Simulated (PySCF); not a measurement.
Isomers of C3H5N. Gas-phase values, no solvent. One relaxed conformer stands for each flexible species; it need not be the lowest. Strings in code marks are SMILES.

The HOMO from two functionals at the same geometries (B3LYP-D3(BJ)/def2-TZVP), both in PySCF: PBE-D3(BJ)/def2-TZVP and B3LYP-D3(BJ)/def2-TZVP. B3LYP has the VWN-RPA correlation part, as in Gaussian. 

```
species                               PBE-D3(BJ)/def2-TZVP (eV)  B3LYP-D3(BJ)/def2-TZVP (eV)
------------------------------------  -------------------------  ---------------------------
`C1=CNC1`                                                 -5.01                        -6.00
`C(=CN)=C`                                                -4.84                        -5.83
`[H]/N=C\C=C` (C–C–C–N torsion 180°)                      -6.17                        -7.50
`CC#CN`                                                   -4.82                        -5.84
`N=C1CC1`                                                 -5.68                        -6.88
`NC1C=C1`                                                 -5.03                        -6.18
```

Over these rows, drawn at random from the members with no instability flagged (it was tested for open shells, ions and some series alone), PBE minus B3LYP-D3(BJ): mean +1.11 eV, from +0.98 eV to +1.33 eV.
